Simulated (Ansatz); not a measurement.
Compare A (`N[SiH]([SiH3])S`) with its isomer B (`[SiH3]N[SiH2]S`).

Program: Ansatz. Geometries: PBE0-D4/def2-TZVP. ΔE: electronic, gas phase. CBS: MP2 limit from def2 TZ/QZ plus the TZ coupled-cluster correction, frozen cores. DFT in def2-TZVPP. One conformer a species, not always the lowest.

A:

```xyz
11

N     1.4209   -1.0200    0.8264
Si    0.3682    0.3039    0.5589
Si   -0.5772    0.1735   -1.5771
S    -1.2509    0.2968    1.9904
H     1.1012   -1.9661    0.6946
H     2.1281   -0.9667    1.5415
H     1.1895    1.5309    0.7380
H    -1.6828    1.1638   -1.6960
H    -1.1433   -1.1887   -1.7795
H     0.4214    0.4413   -2.6477
H    -1.9750    1.2312    1.3506
```

B:

```xyz
11

Si   -1.493   -0.932    0.348
N    -0.331   -0.105   -0.630
Si    1.328    0.201   -0.308
S     1.817    2.281   -0.242
H    -0.821   -1.291    1.621
H    -2.670   -0.066    0.629
H    -1.996   -2.169   -0.309
H    -0.683    0.290   -1.492
H     2.221   -0.291   -1.387
H     1.625   -0.471    0.978
H     1.003    2.555    0.792
```

(1) Which is lower in electronic energy at CCSD(T)/CBS, and by how much? (Estimate.)

(2) Give E(B) − E(A) in kJ/mol with CCSD/def2-TZVPP, HF/def2-TZVPP, ωB97M-V, MP2/def2-TZVPP, PBE-D4, PBE0-D4, r2SCAN-D4. (Best estimate.)

Largest T1 diagnostic: 0.012.

## Answers

(1) The calculation gave: B, by 59.7 kJ/mol.

(2) The calculation gave: CCSD/def2-TZVPP -63.2, HF/def2-TZVPP -76.0, ωB97M-V -62.2, MP2/def2-TZVPP -67.9, PBE-D4 -38.1, PBE0-D4 -44.9, r2SCAN-D4 -52.0. None reverses the order clearly.

In def2-TZVPP, CCSD(T) changes the Hartree–Fock value by +14.8 kJ/mol (the triples alone add +2.1 kJ/mol) and MP2 by +8.1 kJ/mol. From PBE to PBE0 (25 % exact exchange), in def2-TZVPP and without D4, E(B) − E(A) moves by −6.8 kJ/mol.
